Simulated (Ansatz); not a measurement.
Cost and result for the atomization energy of `B[SiH2][AsH]C` (12 atoms, 11 bonds).

Cartesian coordinates in Å:
```
B -0.595 0.948 -1.877
Si 0.701 1.186 -0.386
As 1.131 -1.081 0.248
C -0.590 -1.388 1.177
H -1.767 0.842 -1.666
H -0.216 0.791 -3.000
H 2.009 1.771 -0.787
H 0.169 1.937 0.787
H 1.893 -0.611 1.483
H -0.883 -0.546 1.802
H -1.361 -1.566 0.426
H -0.491 -2.283 1.792
```

Charge 0, multiplicity 1. Correlated methods include outer-core shells of As, which these sets cover unevenly. Scalar relativity is left out up to krypton. All single points use the PBE0-D4/def2-TZVP geometry. It is one conformer, not always the lowest. Program: Ansatz. All runs use 4 threads of an Arm Neoverse V1 on a shared host. Times are those of one run each, without the atoms' runs, and a repeat can differ threefold. Electronic energies, without spin–orbit coupling; frozen cores. CCSD(T)/CBS adds CCSD(T) − MP2 in def2-TZVPP to the MP2 limit, and its time is that of the two runs behind it. T1 = 0.012. With those shells the extrapolation isn't a true limit. B3LYP takes the VWN-RPA correlation (the form of Gaussian; ORCA's B3LYP/G).

CCSD(T)/CBS is a level of theory with its own doubt, some kJ/mol a heavy atom from the limit and from the frozen cores, so smaller differences don't rank the functionals.

```tsv
level	functions	wall time	atomization (kJ/mol)	difference from CCSD(T)/CBS	per bond
PBE-D4/def2-TZVPP (with forces)	264	3.6 s	3793.5	31.3	2.8
PBE0-D4/def2-TZVPP	264	4.7 s	3765.2	3.0	0.3
r2SCAN-D4/def2-TZVPP (with forces)	264	7 s	3785.8	23.6	2.1
B3LYP-D4/def2-TZVPP (with forces)	264	7.5 s	3792.7	30.5	2.8
B2PLYP/def2-TZVPP	264	8.5 s	3728.2	-34.0	-3.1
ωB97X-V/def2-TZVPP	264	12 s	3803.2	41.0	3.7
ωB97M-V/def2-TZVPP (with forces)	264	17 s	3774.0	11.8	1.1
MP2/def2-QZVPP	513	37 s	3710.4	-51.8	-4.7
CCSD(T)/def2-TZVPP	264	4.4 min	3678.4	-83.8	-7.6
CCSD(T)/CBS(def2)	–	5.1 min	3762.2	0.0	0.0
```

The D4 term adds +43.2 kJ/mol with B3LYP and +22.8 kJ/mol with PBE0; it sums over pairs of atoms, weighted by their polarisabilities, and B3LYP, whose exchange is more repulsive, gets the larger term. In def2-TZVPP, CCSD(T) changes the Hartree–Fock value by +855.1 kJ/mol (the triples alone add +41.3 kJ/mol) and MP2 by +838.2 kJ/mol; breaking electron pairs costs correlation energy, which Hartree–Fock lacks. From PBE to PBE0 (25 % exact exchange), in def2-TZVPP and without D4, the atomization energy moves by −24.4 kJ/mol: exact exchange takes away binding that semilocal exchange gives to molecules.
